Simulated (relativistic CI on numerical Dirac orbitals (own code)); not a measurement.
## Level scheme of Au41+

Method of calculation: Dirac-Coulomb-Breit CI, orbitals from a KLI potential per configuration, QED by a radiative potential, unscaled Slater integrals (own radial code, finite nucleus).

Configurations in the expansion (outside the closed core [Ar] 3d10): 4s2 4p6 4d2, 4s2 4p6 4d 4f, 4s2 4p5 4d3, 4s 4p6 4d3, 4s2 4p5 4d2 4f, 4s 4p6 4d2 4f, 4s2 4p6 4d 5s, 4s2 4p6 4f 5s, 4s2 4p6 4d 5p, 4s2 4p6 4f2, 4s2 4p5 4f3, 4s 4p6 4f3, 4s2 4p6 4f 5p, 4s2 4p5 4f2 5p, 4s 4p6 4f2 5p. Double excitations out of closed p, d and f shells are left out; levels of such configurations are missing from the list, as are those of other unlisted configurations, and high levels can miss mixing partners.

The lowest level is 4s2 4p6 4d2 3F_2, with 74 % of that term; Hund's rules for 4s2 4p6 4d2 give 3F with J = 2, in agreement.

| No. | Configuration | Term | J | E (eV) | % | Landé g | Lifetime (s) |
| --- | --- | --- | --- | --- | --- | --- | --- |
| 1 | 4s2 4p6 4d2 | 3F | 2 | 0.000 | 74 | 0.762 |  |
| 2 | 4s2 4p6 4d2 | 3P | 0 | 9.744 | 72 |  | 1.77e-01 |
| 3 | 4s2 4p6 4d2 | 3F | 3 | 25.212 | 99 | 1.078 | 6.26e-06 |
| 4 | 4s2 4p6 4d2 | 3P | 2 | 29.628 | 49 | 1.177 | 1.25e-05 |
| 5 | 4s2 4p6 4d2 | 3P | 1 | 31.159 | 99 | 1.496 | 1.28e-05 |
| 6 | 4s2 4p6 4d2 | 1G | 4 | 31.203 | 67 | 1.076 | 1.23e-03 |
| 7 | 4s2 4p6 4d2 | 3F | 4 | 54.121 | 67 | 1.164 | 4.58e-06 |
| 8 | 4s2 4p6 4d2 | 1D | 2 | 57.406 | 47 | 1.212 | 4.25e-06 |
| 9 | 4s2 4p6 4d2 | 1S | 0 | 68.825 | 72 |  | 2.43e-06 |
| 10 | 4s2 4p5 4d3 | 3D° | 2 | 176.244 | 26 | 1.109 | 2.09e-10 |
| 11 | 4s2 4p5 4d3 | 5D° | 1 | 178.225 | 31 | 0.993 | 1.66e-10 |
| 12 | 4s2 4p5 4d3 | 5D° | 0 | 180.324 | 57 |  | 1.80e-09 |
| 13 | 4s2 4p5 4d3 | 3F° | 3 | 181.938 | 24 | 1.066 | 5.11e-10 |
| 14 | 4s2 4p5 4d3 | 5F° | 3 | 196.938 | 36 | 1.299 | 2.87e-10 |
| 15 | 4s2 4p5 4d3 | 5S° | 2 | 199.453 | 33 | 1.620 | 1.53e-10 |
| 16 | 4s2 4p5 4d3 | 5G° | 4 | 199.875 | 33 | 1.210 | 4.09e-10 |
| 17 | 4s2 4p5 4d3 | 3F° | 2 | 202.025 | 40 | 1.046 | 1.45e-10 |
| 18 | 4s2 4p5 4d3 | 5D° | 1 | 202.985 | 40 | 0.949 | 9.52e-11 |
| 19 | 4s2 4p5 4d3 | 3G° | 5 | 203.925 | 29 | 1.169 | 1.86e-10 |
| 20 | 4s2 4p5 4d3 | 3G° | 3 | 204.392 | 44 | 1.010 | 1.52e-10 |
| 21 | 4s2 4p5 4d3 | 3F° | 4 | 204.662 | 32 | 1.124 | 2.52e-10 |
| 22 | 4s2 4p5 4d3 | 3P° | 0 | 204.803 | 43 |  | 2.59e-10 |
| 23 | 4s2 4p5 4d3 | 3H° | 6 | 205.245 | 44 | 1.128 | 9.48e-03 |
| 24 | 4s2 4p5 4d3 | 3G° | 4 | 208.461 | 32 | 1.102 | 7.25e-10 |
| 25 | 4s2 4p5 4d3 | 3D° | 2 | 209.235 | 31 | 1.200 | 3.60e-10 |
| 26 | 4s2 4p5 4d3 | 3S° | 1 | 209.345 | 34 | 1.629 | 7.99e-11 |
| 27 | 4s2 4p5 4d3 | 3G° | 3 | 209.493 | 24 | 1.168 | 2.74e-10 |
| 28 | 4s2 4p5 4d3 | 3G° | 5 | 213.221 | 32 | 1.089 | 8.29e-10 |
| 29 | 4s2 4p5 4d3 | 3G° | 3 | 215.961 | 52 | 0.828 | 4.69e-12 |
| 30 | 4s2 4p5 4d3 | 5D° | 4 | 216.031 | 32 | 1.231 | 1.09e-08 |
| 31 | 4s2 4p5 4d3 | 3P° | 2 | 218.128 | 33 | 1.262 | 3.70e-11 |
| 32 | 4s2 4p5 4d3 | 3F° | 2 | 221.279 | 32 | 0.847 | 3.13e-12 |
| 33 | 4s2 4p5 4d3 | 3D° | 3 | 223.071 | 40 | 1.268 | 1.32e-10 |
| 34 | 4s2 4p5 4d3 | 3G° | 4 | 223.960 | 27 | 1.222 | 5.42e-10 |
| 35 | 4s2 4p5 4d3 | 3D° | 2 | 225.931 | 31 | 1.269 | 2.16e-10 |
| 36 | 4s2 4p5 4d3 | 5G° | 5 | 226.353 | 33 | 1.208 | 1.46e-10 |
| 37 | 4s2 4p5 4d3 | 3D° | 1 | 226.462 | 29 | 0.834 | 1.91e-12 |
| 38 | 4s2 4p5 4d3 | 5G° | 6 | 228.619 | 52 | 1.185 | 7.40e-06 |
| 39 | 4s2 4p5 4d3 | 3D° | 1 | 229.359 | 36 | 0.914 | 2.34e-12 |
| 40 | 4s2 4p5 4d3 | 5D° | 3 | 230.162 | 22 | 1.181 | 3.38e-11 |
| 41 | 4s2 4p5 4d3 | 3D° | 2 | 230.319 | 32 | 1.257 | 3.52e-11 |
| 42 | 4s2 4p5 4d3 | 3G° | 4 | 231.395 | 37 | 1.120 | 3.67e-11 |
| 43 | 4s2 4p5 4d3 | 3P° | 1 | 231.756 | 57 | 1.396 | 3.31e-11 |
| 44 | 4s2 4p5 4d3 | 3G° | 5 | 231.892 | 34 | 1.149 | 1.44e-10 |
| 45 | 4s2 4p5 4d3 | 3I° | 7 | 232.305 | 100 | 1.138 | 1.83e-05 |
| 46 | 4s2 4p5 4d3 | 3F° | 4 | 232.782 | 49 | 1.167 | 4.73e-11 |
| 47 | 4s2 4p5 4d3 | 3D° | 3 | 232.815 | 53 | 1.245 | 1.12e-10 |
| 48 | 4s2 4p5 4d3 | 3G° | 5 | 235.287 | 55 | 1.135 | 3.48e-11 |
| 49 | 4s2 4p5 4d3 | 3F° | 3 | 236.523 | 39 | 1.231 | 1.01e-10 |
| 50 | 4s2 4p6 4d 4f | 3H° | 4 | 236.647 | 55 | 0.925 | 5.37e-11 |
| 51 | 4s2 4p5 4d3 | 1G° | 4 | 238.025 | 34 | 1.112 | 3.70e-10 |
| 52 | 4s2 4p5 4d3 | 3H° | 6 | 238.563 | 68 | 1.111 | 1.21e-05 |
| 53 | 4s2 4p5 4d3 | 3D° | 1 | 238.587 | 59 | 0.808 | 4.61e-11 |
| 54 | 4s2 4p5 4d3 | 3P° | 0 | 239.152 | 79 |  | 1.81e-10 |
| 55 | 4s2 4p5 4d3 | 1D° | 2 | 240.848 | 38 | 0.995 | 6.55e-11 |
| 56 | 4s2 4p5 4d3 | 3F° | 3 | 242.678 | 20 | 1.167 | 2.43e-11 |
| 57 | 4s2 4p5 4d3 | 3F° | 4 | 244.610 | 47 | 1.136 | 3.01e-11 |
| 58 | 4s2 4p5 4d3 | 3P° | 2 | 245.064 | 22 | 1.247 | 1.42e-11 |
| 59 | 4s2 4p5 4d3 | 3G° | 5 | 247.058 | 42 | 1.096 | 4.27e-11 |
| 60 | 4s2 4p5 4d3 | 3F° | 3 | 248.527 | 28 | 1.069 | 3.90e-12 |
| 61 | 4s2 4p6 4d 4f | 1D° | 2 | 248.727 | 22 | 0.887 | 1.13e-12 |
| 62 | 4s2 4p5 4d3 | 3P° | 1 | 248.947 | 45 | 1.204 | 4.48e-11 |
| 63 | 4s2 4p5 4d3 | 3D° | 2 | 249.521 | 34 | 1.034 | 2.76e-12 |
| 64 | 4s2 4p6 4d 4f | 3H° | 4 | 250.151 | 28 | 1.021 | 5.91e-12 |
| 65 | 4s2 4p5 4d3 | 1F° | 3 | 251.817 | 30 | 1.095 | 2.01e-11 |
| 66 | 4s2 4p5 4d3 | 3P° | 1 | 251.904 | 33 | 1.126 | 3.65e-12 |
| 67 | 4s2 4p5 4d3 | 3D° | 2 | 253.502 | 36 | 1.106 | 1.87e-11 |
| 68 | 4s2 4p5 4d3 | 3P° | 0 | 253.879 | 57 |  | 3.36e-12 |
| 69 | 4s2 4p5 4d3 | 3H° | 6 | 254.989 | 51 | 1.190 | 3.40e-06 |
| 70 | 4s2 4p6 4d 4f | 3H° | 5 | 255.435 | 82 | 1.027 | 5.91e-12 |

Energies count from the lowest computed level; ° marks odd parity; lifetimes are radiative, by E1, M1, E2, M2, E3 decay to levels of this space only.

The mean weight of the leading LS term, summed over parents, in these 70 levels is 44 %, and that of the leading jj configuration (from the same eigenvectors) 86 %, so jj coupling describes them better and the LS labels are nominal.

At this charge energies of transitions that change n are usually good to better than 1 %, and those within a shell (Δn = 0) to a few per cent.

LS names give the leading component of a level, which can be under half, so a name can repeat, a term be missing and a line seem to break the LS rules.
